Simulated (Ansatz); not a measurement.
System: CH3AlF, charge 1, singlet. CH3AlF+ (SMILES [CH3][Al+][F]).
B3LYP-D3(BJ)/def2-TZVP minimum from Ansatz (an electronic-structure program):
```xyz
6

Al     0.0001    -0.1021     0.0684
C     -0.0022     1.4873    -0.9953
H     -0.7308     2.1858    -0.5791
H     -0.2744     1.2229    -2.0190
H      0.9975     1.9257    -0.9716
F      0.0021    -1.4367     0.9614
```
Charge +1, spin multiplicity 1.

Total energies in cc-pV(D+d)Z, 16 correlated electrons, 7 frozen orbitals. UHF or UKS for unpaired electrons; spin-orbit terms are left out. Correlated methods leave the cores frozen. No relativity. The spin of CH3AlF+ ([CH3][Al+][F], singlet) was assumed, and the state is the lowest solution found for it.

```
method    program  energy (Eh)  minus CCSDT(Q) (mEh)
--------  -------  -----------  --------------------
HF         Ansatz   -380.77363                412.18
MP2        Ansatz   -381.15440                 31.40
CCSD       Ansatz   -381.17523                 10.58
CCSD(T)    Ansatz   -381.18422                  1.58
CCSDT(Q)   Ansatz   -381.18581                  0.00
```

Rough core times of Ansatz's runs on a shared machine: CCSD(T) under 20 s, CCSDT(Q) 90 s.
